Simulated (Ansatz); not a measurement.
Consider the ligand exchange at the Si–C bond: `C=C[SiH2]Cl` + `BN` → `BN[SiH2]Cl` + `C=C`.

Gas-phase electronic energies from Ansatz, PBE0-D4/def2-TZVP geometries. CBS: MP2 limit from def2 TZ/QZ plus the TZ coupled-cluster correction, frozen cores. This one scheme is used for every species. Functionals use def2-TZVPP. Each species was taken in one conformer, which may not be the lowest.

| species | LDA (SPW92) energy (Eh) |
| --- | --- |
| `C=C[SiH2]Cl` | -825.58355 |
| `BN` | -81.29746 |
| `BN[SiH2]Cl` | -829.04190 |
| `C=C` | -77.85241 |

Q: Work out ΔE.

A: ΔE = (-829.04190) + (-77.85241) − (-825.58355) − (-81.29746) = -0.01330 Eh = -34.9 kJ/mol. CCSD(T)/CBS gives -45.3 kJ/mol.

Q: What do rigid-rotor, harmonic-oscillator terms from PBE0-D4/def2-TZVP frequencies (298.15 K, 1 bar) make of the CCSD(T)/CBS value? (An estimate is asked.)

A: The calculation gave: ΔZPE = -1.2 kJ/mol, ΔH = -46.5 kJ/mol, ΔS = -5 J/(mol·K), ΔG = -44.9 kJ/mol.

Largest T1 diagnostic among the species: 0.012.

From PBE to PBE0 (25 % exact exchange), in def2-TZVPP and without D4, ΔE moves by −3.6 kJ/mol. Leaving LDA and LC-ωPBE aside and taking each functional with its dispersion term where it has one, the values, not all of them listed here, spread over 12.7 kJ/mol, from BHLYP-D4 to PBE-D4.
